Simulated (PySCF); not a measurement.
Structure with atom numbers: `[CH3:1][C@@:2]1([CH:3]([F:4])[F:5])[CH2:6][SiH2:7]1`; H(Xn) means a hydrogen on atom n. Ha(C6), Ha(Si7) are pro-R; Hb(C6), Hb(Si7) are pro-S.

- coordinates at the PBE0-D3(BJ)/def2-SVP level
- σ from GIAO-PBE0/pcSseg-1
- run in PySCF
- one computed conformer, non-relativistic Hamiltonian, fast rotation and ring inversion assumed for equivalent nuclei, in vacuum

Shifts are taken against calculated references (same method and geometry level): ¹³C, ¹H, ²⁹Si against TMS; ¹⁹F vs CFCl3.

```csv
atoms,nucleus,count,δ (ppm)
H(C3),¹H,1,5.16
F4,¹⁹F,1,?
F5,¹⁹F,1,?
C2,¹³C,1,18.6
C3,¹³C,1,122.7
C1,¹³C,1,14.8
Si7,²⁹Si,1,-122.3
H(C1),¹H,3,1.34
Hb(C6),¹H,1,0.69
Ha(C6),¹H,1,?
Ha(Si7),¹H,1,2.72
C6,¹³C,1,4.0
Hb(Si7),¹H,1,?
```

Q: Complete the table.

A: 
- Hb(Si7): 2.90 ppm, hydrogen on a silicon bonded to 2 C, in a 3-membered ring
- Ha(C6): 0.55 ppm, hydrogen on a three-membered-ring carbon; cyclopropane-type protons are shielded by the ring
- F5: -126.6 ppm, fluorine of a CF2 group
- F4: -133.2 ppm, fluorine of a CF2 group

Shifts are as computed. Against solution values, carbons near 30 ppm lie about +2 ppm off and those near 130 ppm about +5 ppm. Of 1211 compounds with measured shifts, 218 miss one by over three times the rms of a fit or turn the order of signals round; such compounds aren't used in these exercises. Unscaled 19F shifts against computed CFCl3 carry errors that often reach 10 to 50 ppm.
